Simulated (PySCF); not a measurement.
## Unknowns

One conformer, no relativistic terms, isolated molecule, one averaged value for each set of equivalent atoms. GFN2-xTB structure; shielding tensors at PBE0/pcSseg-1 (GIAO); J: B3LYP/pcJ-1 (spin–dipole term left out of most H,H and C,H couplings); PySCF 2.14.0 with density-fitted response routines.

References, each an isolated molecule treated in the same way: TMS for 1H (31.72 ppm), 13C (186.93 ppm). Multiplet labels drop J under 1 Hz and among equivalent protons, and merge close values. Unscaled 3J(H,H) run several per cent high. Where no couplings were computed, multiplicities follow the n + 1 count of equivalent neighbours, and m marks all less simple cases (inequivalent or close neighbours, rings, F or P nearby). Shifts are as computed. Against solution values, carbons near 30 ppm lie about +3 ppm off and those near 130 ppm about +5 ppm. Of 1211 compounds with measured shifts, 218 miss one by over three times the rms of a fit or turn the order of signals round; such compounds aren't used in these exercises. OH and NH positions are gas-phase values without hydrogen bonding to other molecules.

Q: C4H7N3O. 1H NMR (500 MHz, computed): δ 10.56 (br s, 1H), 4.31 (s, 3H), 2.41 (s, 3H). 13C{1H} NMR (computed): δ 163.9 (C), 119.0 (C), 58.1 (CH3), 8.3 (CH3). Identify the compound.

A: SMILES COc1nn[nH]c1C. Rings plus π bonds: 3 (1 ring in the answer). 4 carbon signals for 4 carbons: no two carbons are equivalent. Carbon types of the structure: 2 × C, 2 × CH3, leaving 1 H on heteroatoms. δC 163.9: aromatic carbon bearing oxygen; an ipso carbon deshielded by its heteroatom. δC 119.0: substituted aromatic carbon next to a ring nitrogen. δH 10.56: hydrogen on a pyrrole-type ring nitrogen; exchangeable, gas-phase position. δH 2.41: hydrogen on a methyl carbon on an aromatic ring; benzylic-type position, deshielded by the ring.

The data come from this structure; uniqueness wasn't tested.

Q: C5H12N2Si. 1H NMR (400 MHz, computed): δ 3.40 (m, 1H), 3.30 (m, 1H), 1.04 (br s, 2H), 0.93 (br s, 1H), 0.72 (m, 1H), 0.56 (m, 1H), 0.46 (m, 1H), 0.42 (m, 1H), 0.06 (s, 3H). 13C{1H} NMR (computed): δ 54.5, 18.2, 10.8, 10.1, -2.3. Identify the compound.

A: `C1C2([Si@@](C)(N)NC2)C1`. Rings plus π bonds: 2 (2 rings in the answer). 5 carbon signals for 5 carbons: no two carbons are equivalent. Carbon types of the structure: 1 × C, 3 × CH2, 1 × CH3, leaving 3 H on heteroatoms. δC 54.5: sp3 CH2 bonded to N; the inductive effect lowers its shielding. δH 3.40, 3.30: hydrogen on an sp3 CH2 bonded to N; its carbon carries N, which withdraws density. δH 1.04: hydrogen on a nitrogen bonded to Si; exchangeable, gas-phase position. δH 0.93: hydrogen on a nitrogen bonded to C, Si, in a 4-membered ring; exchangeable, gas-phase position.

The data come from this structure; uniqueness wasn't tested.
